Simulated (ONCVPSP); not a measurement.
u(r) = r·R(r): atom against pseudo-atom (vanadium)

Columns: radius, all-electron u(r) and pseudo u(r) of the 3p shell (level -41.98 eV) of vanadium in the configuration [Ne] 3s2 3p6 3d3.5 4s1.5; PBEsol, scalar-relativistic, ONCV scheme, ONCVPSP 4.0.1.

| r (bohr) | all-electron | pseudo |
| --- | --- | --- |
| 0.100 | -0.4330 | 0.0406 |
| 0.200 | -0.5147 | 0.1549 |
| 0.300 | -0.2014 | 0.3231 |
| 0.400 | 0.2173 | 0.5172 |
| 0.500 | 0.5825 | 0.7073 |
| 0.600 | 0.8420 | 0.8676 |
| 0.700 | 0.9937 | 0.9807 |
| 0.800 | 1.0573 | 1.0396 |
| 0.900 | 1.0565 | 1.0469 |
| 1.000 | 1.0130 | 1.0119 |
| 1.100 | 0.9440 | 0.9472 |
| 1.200 | 0.8617 | 0.8655 |
| 1.300 | 0.7746 | 0.7771 |
| 1.400 | 0.6883 | 0.6893 |
| 1.500 | 0.6061 | 0.6063 |
| 1.600 | 0.5300 | 0.5300 |
| 1.700 | 0.4607 | 0.4607 |
| 1.800 | 0.3987 | 0.3987 |
| 1.900 | 0.3438 | 0.3438 |
| 2.000 | 0.2956 | 0.2956 |
| 2.100 | 0.2535 | 0.2535 |
| 2.200 | 0.2169 | 0.2169 |
| 2.300 | 0.1853 | 0.1853 |
| 2.400 | 0.1581 | 0.1581 |
| 2.500 | 0.1347 | 0.1347 |
| 2.600 | 0.1147 | 0.1147 |

(1) How many radial nodes do the two functions have?

(2) At about which radius was the pseudo-wave matched?

(3) Is the pseudo-wave norm-conserving?

## Answers

(1) The all-electron 3p function has n − l − 1 = 1; the pseudo-wave has 0, since the states of the same l below it are removed with the core.

(2) 1.60 bohr, where the columns begin to agree (steps of 0.10 bohr).

(3) Yes: the ONCV scheme keeps the norm inside the radius equal to the all-electron one, which fixes the energy derivative of the logarithmic derivative at the level.
